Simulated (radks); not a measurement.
Task: Coherent X-ray form factor from a spherical all-electron density. Calculated with a radial shooting solver on a logarithmic mesh with Libxc functionals: non-relativistic Kohn-Sham, LDA (Slater exchange, Perdew-Wang correlation), spin-unpolarised, spherical densities, point nucleus.

sin(theta)/lambda (1/angstrom),f0 (electrons)
0.05,45.890
0.1,45.561
0.15,45.022
0.2,44.285
0.25,43.366
0.3,42.285
0.4,39.732
0.5,36.828
0.6,33.776
0.8,27.921
1,23.127
1.25,18.959
1.5,16.312
2,12.795

The species is in the configuration that NIST lists as its ground one. Which atom or ion scatters so?

Result: The ytterbium ion Yb24+, [Kr] 4d10. Extrapolating in s^2 from the first two rows gives f0(0) = 46.0, near the electron count 46; among species with that count, the fall with angle is slower the higher Z, and the table is that of Z = 70; from so few rows the species is fixed only to a neighbour or two.
